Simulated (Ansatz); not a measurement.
```yaml
crystal:
  periodic: [false, false, false]
  atoms:
    - {symbol: F, position_ang: [-0.584019, -2.325578, 2.867288]}
    - {symbol: C, position_ang: [0.495663, -1.312824, 0.803327]}
    - {symbol: Cl, position_ang: [3.503791, -2.665769, 0.394343]}
    - {symbol: O, position_ang: [-1.054959, -1.472679, -1.322732]}
    - {symbol: Si, position_ang: [-0.548887, 1.613659, -0.662799]}
    - {symbol: H, position_ang: [-2.757261, 3.023021, 0.293453]}
    - {symbol: H, position_ang: [1.061326, 3.011671, -2.459241]}
basis:
  gaussian: {orbitals: "6-31G*"}
hamiltonian: {xc: {name: BLYP}}
output: {forces: true}
```

```sh
$ ansatz run in.yaml --threads 2 --pin off --events-out ev --progress --plain --max-ram 4352MiB
```

Shortened log:

```
Functional definition: BLYP
943 factors; their error is unknown
mean field evaluation 1: about -26160.6104 eV, gradient 1.1e2 eV
mean field evaluation 2: about -25130.2987 eV, gradient 3.1e2 eV
mean field evaluation 4: about -25720.3960 eV, gradient 2.0e2 eV
mean field evaluation 8: about -26208.5519 eV, gradient 5.6e0 eV
mean field evaluation 16: about -26209.0074 eV, gradient 5.0e-1 eV
mean field evaluation 32: about -26208.9867 eV, gradient 3.4e-5 eV
mean field -26208.98669592 eV, -963.1624959858 hartree, gradient 1.8e-6 eV, S^2 0.000000; 10 other end points of the search recorded, 0 dependent functions left out
reference -26208.98711413 eV, -963.1625113549 hartree; 28, 28 occupied and 59, 59 virtual orbitals, 943 factors
Total energy: -26208.98711413 eV, -963.1625113549 hartree
Atom 0 at    -0.584019    -2.325578     2.867288 Å, force     0.918580     0.899052    -1.909400 eV/Å
Atom 1 at     0.495663    -1.312824     0.803327 Å, force    -1.347268    -1.078711     0.029141 eV/Å
Atom 2 at     3.503791    -2.665769     0.394343 Å, force    -0.781593     0.335261     0.076142 eV/Å
Atom 3 at    -1.054959    -1.472679    -1.322732 Å, force     1.313678     1.274995     1.879530 eV/Å
Atom 4 at    -0.548887     1.613659    -0.662799 Å, force    -0.363406     0.079163    -0.395796 eV/Å
Atom 5 at    -2.757261     3.023021     0.293453 Å, force     1.104033    -0.750676    -0.569679 eV/Å
Atom 6 at     1.061326     3.011671    -2.459241 Å, force    -0.844023    -0.759083     0.890063 eV/Å
Dipole moment:    -0.327495     1.535575    -0.500039 e Å
```

In this input the coordinates are in bohr but typed as ångström. The run converged. The result belongs to that input, not to the molecule as meant.
